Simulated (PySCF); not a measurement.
Mapped SMILES: `[F:1][C:2]1([F:3])[CH2:4][CH2:5][CH2:6][CH2:7][CH2:8]1`. Hydrogens are named by the atom that carries them.

GIAO PBE0/pcSseg-1 shifts (PySCF 2.14.0 with density-fitted response routines, gas phase, non-relativistic, equivalent atoms averaged), each against references optimised in the same way as the molecule (CFCl3, TMS).

On the GFN2-xTB geometry: F1/F3 -120.5, C2 128.4, C4/C8 38.9, C6 28.9, C5/C7 27.0, H(C4)/H(C8) 1.90, H(C5)/H(C7) 1.69, H(C6) 1.40 ppm.

What changes on the PBE0-D3(BJ)/def2-SVP geometry?

Results:


```
      atoms  δ (ppm)  change
      F1/F3   -117.6    +2.9
         C2    123.3    -5.1
      C4/C8     36.5    -2.4
         C6     26.7    -2.2
      C5/C7     25.0    -2.0
H(C4)/H(C8)     1.66   -0.24
H(C5)/H(C7)     1.55   -0.14
      H(C6)     1.28   -0.12
```

Unscaled 19F shifts against computed CFCl3 carry errors that often reach 10 to 50 ppm.

Bonds between heavy atoms that differ most (equivalent bonds averaged): C2–C4 1.522 → 1.513 Å, F1–C2 1.370 → 1.364 Å. Mean change of bonds to hydrogen: C–H +0.011 Å.
